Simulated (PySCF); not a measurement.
Geometry:
```csv
atom,x (Å),y (Å),z (Å)
N1,-0.195,2.672,-0.151
C2,-0.107,1.516,-0.109
B3,0.013,-0.007,-0.051
C4,1.394,-0.661,-0.025
N5,2.443,-1.158,-0.004
C6,-1.246,-0.874,-0.020
N7,-2.202,-1.532,0.004
```

Geometry: PBE0-D3(BJ)/def2-SVP; GIAO absolute shieldings from PySCF, gas phase, non-relativistic, averaged over equivalent atoms.

At PBE0/pcSseg-1 (119 basis functions, 5.4 s wall time on 1 thread of an Arm Neoverse V2, shared host):
```
   atoms  σ (ppm)
N1/N5/N7   -144.4
C2/C4/C6     55.4
      B3     81.1
```

**Question.** Predict the values at PBE/pcSseg-2 on the same geometry.

**Answer.** 
```json
{"atoms": "N1/N5/N7", "σ at PBE/pcSseg-2": "-145.7", "change": "-1.3"}
{"atoms": "C2/C4/C6", "σ at PBE/pcSseg-2": "46.2", "change": "-9.2"}
{"atoms": "B3", "σ at PBE/pcSseg-2": "77.2", "change": "-3.9"}
```

The largest change is at C2/C4/C6 (nitrile carbon). Cost: 252 basis functions, 24 s wall time on 1 thread of an Arm Neoverse V2, shared host.

A carbon bonded to boron is broadened by the quadrupolar boron nucleus and is often missing from a measured spectrum.
